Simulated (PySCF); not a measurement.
PySCF input (M06-2X/6-31G* (5d)):

```python
from pyscf import gto, dft

mol = gto.M(
    atom='''
    C    -1.47930400   -0.14178400   -0.19580700
    Si    0.37161000   -0.40586400    0.04480300
    O     0.95198300    1.14439900    0.13646900
    H    -1.94720700   -1.12693000   -0.26708000
    H    -1.67520800    0.41265800   -1.11245000
    H    -1.90678400    0.39515500    0.64975500
    H     0.95096100   -1.13972100   -1.10686000
    H     0.63565700   -1.16355200    1.29248500
    ''',
    basis='6-31g*',
    charge=0,
    spin=1,
    verbose=4,
)

mf = dft.UKS(mol, xc='m062x')
mf.grids.level = 4
mf.conv_tol = 1e-9
mf.max_cycle = 100
mf.max_memory = 1500
mf.kernel()
if not mf.converged:
    mf = mf.newton()
    mf.kernel(mf.make_rdm1())
mo, _, stable, _ = mf.stability(return_status=True)
if not stable:
    mf.kernel(mf.make_rdm1(mo, mf.mo_occ))
    stable = mf.stability(return_status=True)[2]
mf.dip_moment()
```

Output:

```
PySCF version 2.14.0

[INPUT] verbose = 4
[INPUT] num. atoms = 8
[INPUT] num. electrons = 33
[INPUT] charge = 0
[INPUT] spin (= nelec alpha-beta = 2S) = 1
[INPUT] symmetry False subgroup None
[INPUT] Mole.unit = angstrom
[INPUT] Symbol           X                Y                Z      unit          X                Y                Z       unit  Magmom
[INPUT]  1 C     -1.479304000000  -0.141784000000  -0.195807000000 AA   -2.795479414974  -0.267932928845  -0.370021603273 Bohr   0.0
[INPUT]  2 Si     0.371610000000  -0.405864000000   0.044803000000 AA    0.702241125150  -0.766971803820   0.084665399559 Bohr   0.0
[INPUT]  3 O      0.951983000000   1.144399000000   0.136469000000 AA    1.798987145242   2.162600687226   0.257889034493 Bohr   0.0
[INPUT]  4 H     -1.947207000000  -1.126930000000  -0.267080000000 AA   -3.679687937836  -2.129589061556  -0.504708053349 Bohr   0.0
[INPUT]  5 H     -1.675208000000   0.412658000000  -1.112450000000 AA   -3.165684321680   0.779810603111  -2.102225827272 Bohr   0.0
[INPUT]  6 H     -1.906784000000   0.395155000000   0.649755000000 AA   -3.603299538703   0.746734726753   1.227858998067 Bohr   0.0
[INPUT]  7 H      0.950961000000  -1.139721000000  -1.106860000000 AA    1.797055845143  -2.153760548415  -2.091662258236 Bohr   0.0
[INPUT]  8 H      0.635657000000  -1.163552000000   1.292485000000 AA    1.201217639163  -2.198794611690   2.442442670108 Bohr   0.0

nuclear repulsion = 107.800569679915
number of shells = 30
number of NR pGTOs = 125
number of NR cGTOs = 56
basis = 6-31g*
ecp = {}

******** <class 'pyscf.dft.uks.UKS'> ********
method = UKS
initial guess = minao
damping factor = 0
level_shift factor = 0
DIIS = <class 'pyscf.scf.diis.CDIIS'>
diis_start_cycle = 1
diis_space = 8
diis_damp = 0
SCF conv_tol = 1e-09
SCF conv_tol_grad = None
SCF max_cycles = 100
direct_scf = True
direct_scf_tol = 1e-13
number electrons alpha = 17  beta = 16
XC library pyscf.dft.libxc version 7.1.2
    S. Lehtola, C. Steigemann, M. J. T. Oliveira, and M. A. L. Marques,  SoftwareX 7, 1–5 (2018)
XC functionals = m062x
    Y. Zhao and D. G. Truhlar,  Theor. Chem. Acc. 120, 215 (2008)
    Y. Zhao and D. G. Truhlar,  Theor. Chem. Acc. 120, 215 (2008)
radial grids:
    Treutler-Ahlrichs [JCP 102, 346 (1995); DOI:10.1063/1.469408] (M4) radial grids

becke partition: Becke, JCP 88, 2547 (1988); DOI:10.1063/1.454033
pruning grids: <function nwchem_prune>
grids dens level: 4
symmetrized grids: False
atomic radii adjust function: <function treutler_atomic_radii_adjust>
small_rho_cutoff = 0
Set gradient conv threshold to 3.16228e-05
tot grids = 164328
init E= -405.613979901489
  alpha nocc = 17  HOMO = -0.343314179223731  LUMO = 0.0132388526976612
  beta  nocc = 16  HOMO = -0.351891532031362  LUMO = -0.343314179223731

WARN: HOMO -0.343314179223731 >= LUMO -0.343314179223731

cycle= 1 E= -405.412248487499  delta_E= 0.202  |g|= 0.627  |ddm|= 1.62
  alpha nocc = 17  HOMO = -0.0730635986295063  LUMO = 0.0440871625165205
  beta  nocc = 16  HOMO = -0.0680917467339914  LUMO = -0.0305236906980819
  HOMO = -0.068091746734  LUMO = -0.0305236906981  gap/eV = 1.02228
cycle= 2 E= -404.73443018181  delta_E= 0.678  |g|= 1.39  |ddm|= 2.09
  alpha nocc = 17  HOMO = -0.31003427551181  LUMO = 0.0600840187118497
  beta  nocc = 16  HOMO = -0.299884956123141  LUMO = -0.172434774429284
  HOMO = -0.299884956123  LUMO = -0.172434774429  gap/eV = 3.46810
cycle= 3 E= -405.652391227641  delta_E= -0.918  |g|= 0.172  |ddm|=  1.6
  alpha nocc = 17  HOMO = -0.3547075247211  LUMO = 0.0651036873258661
  beta  nocc = 16  HOMO = -0.336274686501068  LUMO = -0.124867399706315
  HOMO = -0.336274686501  LUMO = -0.124867399706  gap/eV = 5.75269
cycle= 4 E= -405.672058662701  delta_E= -0.0197  |g|= 0.0817  |ddm|= 0.211
  alpha nocc = 17  HOMO = -0.373116353306865  LUMO = 0.0662039660160345
  beta  nocc = 16  HOMO = -0.355527126117063  LUMO = -0.106050162979477
  HOMO = -0.355527126117  LUMO = -0.106050162979  gap/eV = 6.78861
cycle= 5 E= -405.678979676952  delta_E= -0.00692  |g|= 0.0119  |ddm|= 0.16
  alpha nocc = 17  HOMO = -0.376403050699801  LUMO = 0.0639115376370341
  beta  nocc = 16  HOMO = -0.359306594287971  LUMO = -0.103986509733601
  HOMO = -0.359306594288  LUMO = -0.103986509734  gap/eV = 6.94761
cycle= 6 E= -405.679379890027  delta_E= -0.0004  |g|= 0.00672  |ddm|= 0.0371
  alpha nocc = 17  HOMO = -0.376446979754717  LUMO = 0.0641006674172115
  beta  nocc = 16  HOMO = -0.359332413453525  LUMO = -0.102798704297972
  HOMO = -0.359332413454  LUMO = -0.102798704298  gap/eV = 6.98064
cycle= 7 E= -405.679438533531  delta_E= -5.86e-05  |g|= 0.00256  |ddm|= 0.0109
  alpha nocc = 17  HOMO = -0.376295634661534  LUMO = 0.0642769325063308
  beta  nocc = 16  HOMO = -0.359292827306739  LUMO = -0.102902020445929
  HOMO = -0.359292827307  LUMO = -0.102902020446  gap/eV = 6.97675
cycle= 8 E= -405.679458360606  delta_E= -1.98e-05  |g|= 0.00182  |ddm|= 0.00695
  alpha nocc = 17  HOMO = -0.376583595867311  LUMO = 0.0642574598663952
  beta  nocc = 16  HOMO = -0.359768488637503  LUMO = -0.102517364344737
  HOMO = -0.359768488638  LUMO = -0.102517364345  gap/eV = 7.00016
cycle= 9 E= -405.679468545498  delta_E= -1.02e-05  |g|= 0.000854  |ddm|= 0.00653
  alpha nocc = 17  HOMO = -0.376527377602403  LUMO = 0.0642991556690666
  beta  nocc = 16  HOMO = -0.359719678723645  LUMO = -0.102763054815275
  HOMO = -0.359719678724  LUMO = -0.102763054815  gap/eV = 6.99215
cycle= 10 E= -405.679473121796  delta_E= -4.58e-06  |g|= 0.000465  |ddm|= 0.00417
  alpha nocc = 17  HOMO = -0.376594510572383  LUMO = 0.0642866293590973
  beta  nocc = 16  HOMO = -0.359780746578492  LUMO = -0.102693929731173
  HOMO = -0.359780746578  LUMO = -0.102693929731  gap/eV = 6.99569
cycle= 11 E= -405.679474901457  delta_E= -1.78e-06  |g|= 0.000167  |ddm|= 0.00355
  alpha nocc = 17  HOMO = -0.376591202013952  LUMO = 0.0643130813949853
  beta  nocc = 16  HOMO = -0.359761829510717  LUMO = -0.10264458671982
  HOMO = -0.359761829511  LUMO = -0.10264458672  gap/eV = 6.99652
cycle= 12 E= -405.679475081464  delta_E= -1.8e-07  |g|= 7.57e-05  |ddm|= 0.00115
  alpha nocc = 17  HOMO = -0.376601520890703  LUMO = 0.0643050869755575
  beta  nocc = 16  HOMO = -0.359763574036505  LUMO = -0.10267347922998
  HOMO = -0.359763574037  LUMO = -0.10267347923  gap/eV = 6.99578
cycle= 13 E= -405.679475111271  delta_E= -2.98e-08  |g|= 6.03e-05  |ddm|= 0.000287
  alpha nocc = 17  HOMO = -0.376601881745884  LUMO = 0.0643065529563862
  beta  nocc = 16  HOMO = -0.359762472376301  LUMO = -0.102672712262792
  HOMO = -0.359762472376  LUMO = -0.102672712263  gap/eV = 6.99577
cycle= 14 E= -405.679475139364  delta_E= -2.81e-08  |g|= 5.74e-05  |ddm|= 0.00026
  alpha nocc = 17  HOMO = -0.376599897328315  LUMO = 0.0643060970671727
  beta  nocc = 16  HOMO = -0.359761133311254  LUMO = -0.102673980277283
  HOMO = -0.359761133311  LUMO = -0.102673980277  gap/eV = 6.99570
cycle= 15 E= -405.679475181038  delta_E= -4.17e-08  |g|= 5.47e-05  |ddm|= 0.000394
  alpha nocc = 17  HOMO = -0.376577335253651  LUMO = 0.0643077532752678
  beta  nocc = 16  HOMO = -0.359757765271033  LUMO = -0.102667505283572
  HOMO = -0.359757765271  LUMO = -0.102667505284  gap/eV = 6.99578
cycle= 16 E= -405.679475385164  delta_E= -2.04e-07  |g|= 4.24e-05  |ddm|= 0.0023
  alpha nocc = 17  HOMO = -0.376535990777177  LUMO = 0.0643067906437791
  beta  nocc = 16  HOMO = -0.359764175520284  LUMO = -0.102663216224832
  HOMO = -0.35976417552  LUMO = -0.102663216225  gap/eV = 6.99607
cycle= 17 E= -405.679475564968  delta_E= -1.8e-07  |g|= 2.5e-05  |ddm|= 0.0034
  alpha nocc = 17  HOMO = -0.376508859054714  LUMO = 0.0643062396650738
  beta  nocc = 16  HOMO = -0.359766526058956  LUMO = -0.102660914011275
  HOMO = -0.359766526059  LUMO = -0.102660914011  gap/eV = 6.99620
cycle= 18 E= -405.679475600716  delta_E= -3.57e-08  |g|= 8.55e-06  |ddm|= 0.00181
  alpha nocc = 17  HOMO = -0.376499745672227  LUMO = 0.0643068754664418
  beta  nocc = 16  HOMO = -0.359763490311461  LUMO = -0.102660824799057
  HOMO = -0.359763490311  LUMO = -0.102660824799  gap/eV = 6.99612
cycle= 19 E= -405.679475603244  delta_E= -2.53e-09  |g|= 3.44e-06  |ddm|= 0.000541
  alpha nocc = 17  HOMO = -0.376499533184659  LUMO = 0.0643063372943371
  beta  nocc = 16  HOMO = -0.359762390918529  LUMO = -0.102664026570254
  HOMO = -0.359762390919  LUMO = -0.10266402657  gap/eV = 6.99600
cycle= 20 E= -405.679475603305  delta_E= -6.15e-11  |g|= 1.29e-06  |ddm|= 6.58e-05
  alpha nocc = 17  HOMO = -0.376499325728412  LUMO = 0.0643064386016072
  beta  nocc = 16  HOMO = -0.359762576420569  LUMO = -0.102662839524423
  HOMO = -0.359762576421  LUMO = -0.102662839524  gap/eV = 6.99604
Extra cycle  E= -405.679475603307  delta_E= -1.93e-12  |g|= 9.56e-07  |ddm|= 2.73e-06
converged SCF energy = -405.679475603307  <S^2> = 0.75400003  2S+1 = 2.003996
uhf_internal: lowest eigs of H = [0.01231588 0.15144009 0.31940053]
<class 'pyscf.dft.uks.UKS'> wavefunction is stable in the internal stability analysis
Dipole moment(X, Y, Z, Debye): -1.30083, -1.45536, -0.18090
```

The geometry given is a B3LYP-D3(BJ)/def2-TZVP minimum.
